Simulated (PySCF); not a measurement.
# Static response to an electric field

C6H13NOSi.
Structure used (PBE0-D3(BJ)/def2-SVP), in Å, numbered top down from 1:
```
atom  x, y, z in Å
C1     1.9457   -2.0575   -0.6474
C2     1.5707   -1.6811    0.5802
Si3    0.5925   -0.1227    0.9127
N4     1.5177    1.3099    0.3896
C5     2.7150    1.5871    0.9714
O6     3.2005    0.9105    1.8496
C7    -1.0078   -0.0678   -0.0950
C8    -1.8489   -1.3178    0.1631
C9    -1.8034    1.2095    0.1728
H10    2.5270   -2.9692   -0.8252
H11    1.7020   -1.4665   -1.5390
H12    1.8617   -2.3131    1.4284
H13    0.2832   -0.0074    2.3673
H14    1.1970    1.9441   -0.3338
H15    3.2201    2.5002    0.5713
H16   -0.6986   -0.0761   -1.1584
H17   -2.1637   -1.3763    1.2187
H18   -2.7664   -1.3125   -0.4487
H19   -1.2950   -2.2400   -0.0700
H20   -2.1154    1.2675    1.2287
H21   -2.7192    1.2445   -0.4407
H22   -1.2281    2.1234   -0.0445
```

Level: PBE0/def2-SVPD (PySCF), static field, nuclei fixed, core orbitals frozen in the response. The polarisability tensor in these axes (au):

```
x   118.99  -0.80   3.83
y    -0.80 110.27   4.07
z     3.83   4.07 100.15
```

**Question.** Diagonalise the tensor; give its mean and Δα, where Δα² is half the sum of the squared differences of the eigenvalues.

**Answer.** Principal values 98.00, 111.67 and 119.74 au; mean 109.80 au = 16.27 Å³ = 18.10 × 10⁻⁴⁰ C²·m²/J; Δα = 19.03 au (17 % of the mean).

**Question.** What is the dipole moment, and where does it point?

**Answer.** (-2.31, 0.70, -3.03) D, 3.88 D in size, pointing from the negative to the positive side. Measured along this direction, the outermost atoms are O6 at the negative end and H21 at the positive end.

**Question.** Along which axes do the principal values lie, and how far do the nuclei extend along each?

**Answer.** Largest value along (0.98, 0.00, 0.19), where the nuclei span 6.30 Å; middle along (-0.06, 0.95, 0.31), 5.58 Å; least along (-0.18, -0.32, 0.93), 3.42 Å. The response follows the extents in order.

**Question.** Find the Langevin capture rate constant for O2+ (31.990 u) meeting this molecule (143.077 u), k = 2.342 × 10⁻⁹ cm³/s × √(α in Å³ / reduced mass in u).

**Answer.** The reduced mass is 26.14 u, so k = 1.85 × 10⁻⁹ cm³/s. The formula leaves out the permanent dipole, which adds to the capture rate.

**Question.** Refractivity n − 1 of an ideal gas of it at 400 K and 1 atm, from the electronic α?

**Answer.** N = p/kT = 1.8347 × 10¹⁹ cm⁻³, so n − 1 = 2π × N × 16.27 × 10⁻²⁴ cm³ = 1876 × 10⁻⁶ at long wavelengths, for an ideal gas.

**Question.** Estimate the molar refractivity from the static electronic polarisability.

**Answer.** Lorentz–Lorenz: R = (4π/3)N_A α = 2.5225 cm³/(mol·Å³) × 16.27 Å³ = 41.0 cm³/mol, in the limit of long wavelengths.

The structure is a single PBE0-D3(BJ)/def2-SVP conformer in the gas phase; no vibrational or solvent corrections.

The run behind these numbers computed excited states and ΔSCF ions as well. Hardware: an x86-64 server with one thread (shared host). Cost: 7.9 min wall.
